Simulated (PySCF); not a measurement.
## Structure elucidation problem

An unknown has the formula C₃H₆F₂OSi. Its calculated NMR data are:

$^{1}$H NMR (300 MHz, computed): δ 12.33 (m, 1H), 5.13 (m, 1H), 4.84 (m, 1H), 1.56 (m, 3H).

$^{13}$C{$^{1}$H} NMR (computed): δ 249.3 (CH), 89.4 (CH), 18.9 (CH3).

Theoretical values (PySCF): shieldings: GIAO PBE0/pcSseg-1, geometry: GFN2-xTB. One averaged value for each set of equivalent atoms, one conformer, relativity neglected, isolated molecule.

Referencing at the same level of theory: $^{1}$H (σref 31.72) and $^{13}$C (σref 186.93) vs TMS.

Which of these isomers gave the spectra?
A. CO[SiH2]C=C(F)F
B. CC([SiH2]O)=C(F)F
C. C[C@@H](F)[Si@@H](F)C=O
D. F/C=C/O[SiH2]CF

Answers

C. 

1. Rings plus π bonds: 1 (no ring in the answer).
2. 3 carbon signals for 3 carbons: no two carbons are equivalent.
3. Carbon types of the structure: 2 × CH, 1 × CH3, leaving 1 H on heteroatoms.
4. δC 249.3: carbonyl carbon.
5. δC 89.4: sp3 CH bonded to F and Si; deshielded by the electronegative neighbour.
6. δC 18.9: methyl carbon; saturated and bonded to C and H only.
7. δH 12.33: hydrogen on a carbonyl carbon.
8. δH 4.84: hydrogen on an sp3 CH bonded to F and Si; its carbon carries F, which withdraws density.

The others: CC([SiH2]O)=C(F)F would give 2 signals for carbon-bound and other non-exchanging H, not 4; F/C=C/O[SiH2]CF has carbons computed at 154.1, 137.9, 76.6, with a different DEPT pattern; CO[SiH2]C=C(F)F would give 3 signals for carbon-bound and other non-exchanging H, not 4.

Splittings by $^{19}$F in the carbon and heteronuclear signals aren't shown, as no couplings were computed. Shifts are as computed. Against solution values, carbons near 30 ppm lie about +3 ppm off and those near 130 ppm about +5 ppm. Of 1309 compounds with measured shifts, 239 miss one by over three times the rms of a fit or turn the order of signals round; such compounds aren't used in these exercises. Multiplicities follow the n + 1 count of equivalent neighbours, as no J values were calculated; m marks all less simple cases, F and P coupling included.
